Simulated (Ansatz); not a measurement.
Ansatz results at the PBE0-D4/def2-TZVP geometry: size of the dipole moment (ωB97M-V/def2-TZVPP) 2.65 D; HOMO–LUMO gap (ωB97M-V/def2-TZVPP) 9.16 eV; LUMO energy (ωB97M-V/def2-TZVPP) -0.82 eV.

Each molecule was computed in one conformer, which needn't be the lowest.

Question: Which molecule gave them?
A. `C[CH2][Sn][F]`
B. `C[S][Sn][Br]`
C. `CC(C)[O][Sn][Cl]`
D. `[F][Sn][N]([SiH3])[SiH3]`

Answer: D. The others give `C[S][Sn][Br]`: 1.22, 8.24, -0.95; `CC(C)[O][Sn][Cl]`: 1.86, 9.09, -0.72; `C[CH2][Sn][F]`: 2.70, 7.68, -0.77.
